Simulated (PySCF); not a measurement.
# SrGa: from constants to spectrum

ROHF-MP2 constants of SrGa, ²Π (doublet), unpaired electrons π ↑ (Sr def2-SVP with ECP28, Ga def2-SVP; scalar-relativistic core potentials (PySCF 2.14); masses 87.9056 and 68.9256 u):

* ωe: 101.4 cm⁻¹
* ωexe: 0.85 cm⁻¹
* Be: 0.039139 cm⁻¹
* αe: 0.000307 cm⁻¹
* D (centrifugal): 2.33e-08 cm⁻¹
* De to Sr + Ga: 0.377 eV

(1) Give the vibrational terms G(v) and spacings up to v = 6.

(2) How well does the Morse estimate ωe²/(4ωexe) reproduce De, and what is D0?

Correlated steps freeze 9 core orbitals. The bond is weak. Basis-set superposition, not corrected here, can be much of De in a small basis, most of all at correlated wavefunction levels. Spin–orbit coupling is left out. The state was picked by a PBE0 search and need not be the measured ground state.

## Answers

(1) G(v) = ωe(v+½) − ωexe(v+½)².

```
v  G(v) (cm⁻¹)  G(v) − G(v−1)  Bv (cm⁻¹)
0         50.5                   0.03899
1        150.2           99.7    0.03868
2        248.2           98.0    0.03837
3        344.5           96.3    0.03806
4        439.1           94.6    0.03776
5        532.0           92.9    0.03745
6        623.2           91.2    0.03714
```

(2) It gives 0.375 eV, 99 % of the computed De. D0 = De − G(0) = 0.377 − 0.006 = 0.371 eV.
